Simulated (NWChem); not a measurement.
System: TiN2H4O; SMILES [NH]=[Ti]([NH2])[OH]

```xyz
8

Ti    -0.0412    -0.0323     0.2963
N     -1.6870     0.0717    -0.0348
H     -2.6754     0.0588    -0.3154
O      0.8241    -1.6078    -0.0449
H      0.5315    -2.4648    -0.3957
N      0.8383     1.6290    -0.0438
H      1.8528     1.7224    -0.1840
H      0.3939     2.5078    -0.3293
```
Atoms are numbered in this order, from 1.

Level: PBE-D3(BJ)/def2-SVP (NWChem), optimised geometry, unscaled harmonic frequencies. 

**Question.** List the harmonic frequencies with IR intensities, and the thermochemistry.

**Answer.** 
```
frequency (cm⁻¹)  IR intensity (km/mol)
----------------  ---------------------
86                                  3.7
176                                12.0
205                                 1.3
355                               184.1
427                                62.0
434                                69.1
489                                62.1
502                                44.2
519                                34.1
560                               293.3
662                                72.5
765                               175.2
1011                              147.3
1455                               21.0
3438                               22.3
3498                               45.7
3541                               11.3
3789                              115.7
```

The zero-point energy comes out as 31.3 kcal/mol and the thermal correction to the enthalpy at 298.15 K (with zero-point energy) is 36.1 kcal/mol. The heat capacity Cv comes out as 22.9 cal/(mol K). The entropy at 298.15 K and 1 atm (symmetry number 1) is 79.2 cal/(mol K) and the dipole moment is 0.83 D.

Rigid rotor and harmonic oscillator; modes under 100 cm⁻¹ make the entropy uncertain.
